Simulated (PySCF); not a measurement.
# UHF on Bi (bismuth, neutral)

Configuration: [Xe] 4f14 5d10 6s2 6p2 7s1, high-spin 4P determinant (an excited configuration). Computed with PySCF 2.14 in aug-cc-pwCVDZ-PP with ECP60MDF (6s5p4d1f, 48 functions), with a scalar-relativistic core potential.

* Total energy: -213.397368 hartree
* One-electron energy: -370.0416 hartree
* Hartree (Coulomb) energy: 172.6392 hartree
* Exchange energy: -15.9950 hartree
* ⟨S²⟩: 3.7573
* ⟨L²⟩: 2.018
* Sum of ⟨r⟩: 35.98 bohr
* Sum of ⟨r²⟩: 92.29 bohr²
* Traceless quadrupole moment −½Σ⟨3z² − r²⟩ along its main axis: 3.47 e·bohr²

```csv
shell,electrons,mean orbital energy (hartree),spread (hartree),"rms radius, mean of both spins (bohr)"
5s α,1,-6.81381,0,0.899
5s β,1,-6.80280,0,0.899
5p α,3,-4.38795,0.00660,1.02
5p β,3,-4.38011,0.01997,1.02
5d α,5,-1.44241,0.01454,1.32
5d β,5,-1.43033,0.02494,1.32
6s α,1,-0.85360,0,2.32
6s β,1,-0.70261,0,2.32
6p α,2,-0.40110,0,3.10
7s α,1,-0.11022,0,6.08
```

Energies and moments cover only the electrons outside the core potential. Spin-orbit coupling is strong in this species (close to jj coupling), so the high-spin LS determinant is a model state, not a physical level. The outer electron is Rydberg-like, and this basis confines it to a smaller radius and binds it less than a complete one would.
